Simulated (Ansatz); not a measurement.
Reaction (formal hydrolysis of a Mo–F bond): `[OH][Mo]([OH])([F])([F])([F])[F]` + H₂O → `[OH][Mo]([OH])([OH])([F])([F])[F]` + H–F

Isolated molecules relaxed with PBE0-D4/def2-TZVP in Ansatz; ΔE leaves out vibrations. CBS: MP2 limit from def2 TZ/QZ plus the TZ coupled-cluster correction, frozen cores. This one scheme is used for every species. DFT in def2-TZVPP. def2 core potentials past Kr. For Mo outer-core shells are correlated without core-valence functions, which leaves a few kJ/mol of doubt a bond. Each species was taken in one conformer, which may not be the lowest.

| species | B2PLYP energy (Eh) |
| --- | --- |
| `[OH][Mo]([OH])([F])([F])([F])[F]` | -619.31322 |
| H₂O | -76.41329 |
| `[OH][Mo]([OH])([OH])([F])([F])[F]` | -595.28346 |
| H–F | -100.43758 |

(1) Work out ΔE.

Largest T1 diagnostic among the species: 0.025, so the coupled-cluster value is less sure than usual.

Answers

(1) ΔE = (-595.28346) + (-100.43758) − (-619.31322) − (-76.41329) = 0.00547 Eh = +14.4 kJ/mol. CCSD(T)/CBS gives +5.5 kJ/mol.

The D4 term adds −3.7 kJ/mol with B3LYP and −2.0 kJ/mol with PBE0; it sums over pairs of atoms, weighted by their polarisabilities, and B3LYP, whose exchange is more repulsive, gets the larger term. In def2-TZVPP, CCSD(T) changes the Hartree–Fock value by −12.1 kJ/mol (the triples alone add −0.7 kJ/mol) and MP2 by −16.9 kJ/mol.

B3LYP here is the variant with VWN-RPA as its local correlation; programs differ in this.
